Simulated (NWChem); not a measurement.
C$_{2}$H$_{5}$Al; SMILES C=[CH][AlH2]

```xyz
8

Al     0.0740     1.1994     0.0001
H      1.6451     1.4591    -0.0019
H     -0.9574     2.4107     0.0022
C     -0.5203    -0.6534     0.0001
C      0.3753    -1.6565     0.0000
H     -1.5811    -0.9423     0.0004
H      0.0847    -2.7157     0.0004
H      1.4571    -1.4685    -0.0004
```
Atoms are numbered in this order, from 1.

Level: PBE0/def2-SVP (NWChem), optimised geometry, unscaled harmonic frequencies. 

| frequency (cm⁻¹) | IR intensity (km/mol) |
|---|---|
| 160 | 0.0 |
| 205 | 1.0 |
| 415 | 0.5 |
| 521 | 75.2 |
| 629 | 275.9 |
| 650 | 25.3 |
| 786 | 299.2 |
| 995 | 13.2 |
| 1011 | 32.9 |
| 1062 | 12.3 |
| 1267 | 1.6 |
| 1419 | 22.4 |
| 1654 | 27.9 |
| 1926 | 137.7 |
| 1935 | 249.6 |
| 3116 | 20.7 |
| 3144 | 6.0 |
| 3208 | 10.4 |

- zero-point energy = 34.4 kcal/mol
- thermal correction to the enthalpy at 298.15 K (with zero-point energy) = 38.2 kcal/mol
- heat capacity Cv = 16.3 cal/(mol K)
- entropy at 298.15 K and 1 atm (symmetry number 1) = 68.8 cal/(mol K)
- dipole moment = 0.90 D

Rigid rotor and harmonic oscillator.
